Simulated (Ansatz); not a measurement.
Geometry optimisation, RKS B3LYP-D4/def2-SVP in Ansatz.

Input:

```yaml
crystal:
  periodic: [false, false, false]
  atoms:
    - { symbol: B, position_ang: [0.0, 0.0, 0.0] }
    - { symbol: F, position_ang: [0.0, 0.0, 1.67] }
    - { symbol: H, position_ang: [1.0305, 0.0, -0.595] }
    - { symbol: H, position_ang: [-1.0305, 0.0, -0.595] }
    - { symbol: Br, position_ang: [0.0978, -2.2185, 0.7379] }
    - { symbol: H, position_ang: [0.0469, -1.0647, 1.7044] }
basis:
  gaussian: { orbitals: def2-SVP }
hamiltonian:
  xc: b3lyp
  dispersion: d4
relax:
  f_tol: 0.15
  max_steps: 25
  restrain:
    - { distance: [0, 4], at: 3.24, k: 30.0 }
    - { distance: [5, 1], at: 2.12, k: 30.0 }
    - { distance: [0, 1], at: 1.32, k: 30.0 }
    - { distance: [5, 4], at: 1.55, k: 30.0 }
```

Launched with:

```bash
$ ansatz run input.yaml --threads 1 --pin off --max-ram 2048MiB --backend cpu --events-out ev --progress --plain --runs-dir out
```

**Question.** Where does it end, and by what steps?

**Answer.** It converged. The restraints hold the end off the free minimum; the threshold counts their pulls, which the force column leaves out. Restrained pairs: B1–Br5 (2.34 → 3.24 Å), F2–H6 (1.07 → 2.13 Å), B1–F2 (1.67 → 1.33 Å), Br5–H6 (1.51 → 1.50 Å). After 5 steps the energy has fallen by 2.050 eV (the restraints' own energy left out); Br5 moved furthest, 0.63 Å.

```tsv
step	energy less start (eV)	largest force component (eV/Å)	accepted
0	0.0000	5.094	yes
1	-0.7616	2.946	yes
2	-1.4153	2.833	yes
3	-1.7807	2.232	yes
4	-2.0096	1.463	yes
5	-2.0501	1.272	yes
```

```xyz
6
Properties=species:S:1:pos:R:3
B -0.007 0.272 -0.051
F -0.005 0.387 1.273
H 1.056 0.270 -0.619
H -1.074 0.218 -0.610
Br 0.110 -2.795 0.990
H 0.066 -1.634 1.940
```

The run took 6.8 s on 1 thread of AMD EPYC 9R45 96-Core Processor (Zen 5) (shared host), peak memory 0.19 GiB.
